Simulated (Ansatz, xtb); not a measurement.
## Two structures of BCl2GeHN

Structure X is a doublet given by its coordinates and structure Y is a doublet given by its coordinates. Both are isolated molecules in the gas phase, relaxed with r2SCAN-D4/def2-SVP.

X (Å):

```xyz
6

B    -1.3684    2.5521   -0.5780
Cl   -2.3693    3.9356   -0.8171
Cl   -0.0747    0.7471    2.2602
Ge   -1.0054    0.5064    0.2512
N    -0.1365    2.0229   -0.6808
H     0.7853    2.4200   -0.8591
```

Close contacts (Å): B1–Cl2 1.72, B1–Ge4 2.24, B1–N5 1.34, Cl3–Ge4 2.23, Ge4–N5 1.98, N5–H6 1.02.

Y (Å):

```xyz
6

B    -0.8357    2.2748    0.4401
Cl   -0.1115    3.7657   -0.3720
Cl   -1.5488    2.4461    2.0342
Ge    0.1937    1.6819   -2.0280
N    -0.7038    1.1765   -0.3714
H    -1.0383    0.2531   -0.1101
```

Close contacts (Å): B1–Cl2 1.85, B1–Cl3 1.75, B1–N5 1.37, Cl2–Ge4 2.68, Ge4–N5 1.95, N5–H6 1.02.

Quicker runs give these differences E(Y) − E(X): GFN2-xTB −5.7 kcal/mol; HF/STO-3G −28.3 kcal/mol (at GFN2-xTB geometries); r2SCAN-D4/def2-SVP//GFN2-xTB −14.5 kcal/mol.

**Question.** Estimate E(Y) − E(X) at the level CCSD(T)/def2-SVP + ΔMP2/def2-TZVPP.

**Answer.** Calculated at CCSD(T)/def2-SVP + ΔMP2/def2-TZVPP: E(Y) − E(X) = −17.1 kcal/mol, so structure Y lies lower.

The same difference at several levels:

```json
{"level": "GFN2-xTB", "geometry": "GFN2-xTB", "E(Y) − E(X) (kcal/mol)": "−5.7", "departure from the last row (kcal/mol)": "+11.4", "job, with rough time for the two": "optimisation, 0.53 s"}
{"level": "HF/STO-3G", "geometry": "GFN2-xTB", "E(Y) − E(X) (kcal/mol)": "−28.3", "departure from the last row (kcal/mol)": "−11.2", "job, with rough time for the two": "single point, 1.3 s"}
{"level": "r2SCAN-D4/def2-SVP//GFN2-xTB", "geometry": "GFN2-xTB", "E(Y) − E(X) (kcal/mol)": "−14.5", "departure from the last row (kcal/mol)": "+2.6", "job, with rough time for the two": "single point, 6.2 s"}
{"level": "r2SCAN-D4/def2-SVP", "geometry": "r2SCAN-D4/def2-SVP", "E(Y) − E(X) (kcal/mol)": "−14.5", "departure from the last row (kcal/mol)": "+2.6", "job, with rough time for the two": "optimisation, 2.1 min"}
{"level": "HF/def2-SVP", "geometry": "r2SCAN-D4/def2-SVP", "E(Y) − E(X) (kcal/mol)": "−24.6", "departure from the last row (kcal/mol)": "−7.5", "job, with rough time for the two": "part of the CCSD(T) run"}
{"level": "MP2/def2-SVP", "geometry": "r2SCAN-D4/def2-SVP", "E(Y) − E(X) (kcal/mol)": "−22.7", "departure from the last row (kcal/mol)": "−5.6", "job, with rough time for the two": "part of the CCSD(T) run"}
{"level": "CCSD(T)/def2-SVP", "geometry": "r2SCAN-D4/def2-SVP", "E(Y) − E(X) (kcal/mol)": "−21.6", "departure from the last row (kcal/mol)": "−4.5", "job, with rough time for the two": "single point"}
{"level": "CCSD(T)/def2-SVP + ΔMP2/def2-TZVPP", "geometry": "r2SCAN-D4/def2-SVP", "E(Y) − E(X) (kcal/mol)": "−17.1", "departure from the last row (kcal/mol)": "", "job, with rough time for the two": "single point, 90 s"}
```

The levels shown agree on the order. The largest departure from CCSD(T)/def2-SVP + ΔMP2/def2-TZVPP is that of GFN2-xTB, 11.4 kcal/mol. The last row adds to CCSD(T) the change of the MP2 difference between the two basis sets, here +4.5 kcal/mol, a large step that makes the value less sure.

With harmonic frequencies from r2SCAN-D4/def2-SVP (ideal gas, rigid rotor, one conformer each, 298.15 K, 1 atm): on the last row, ΔE + ΔZPE = −15.9, ΔH = −16.3, ΔG = −15.2 kcal/mol.

Open shells are spin-unrestricted. The correlated steps freeze 21 core orbitals; the filled d shell of Ge is correlated, in a basis made for valence electrons. Mirror images aren't counted in ΔG. Programs: Ansatz 0.2.0, xtb 6.7.1; the last row on 2 threads of Intel(R) Xeon(R) Platinum 8259CL CPU @ 2.50GHz (Skylake/Cascade Lake) on a shared host.
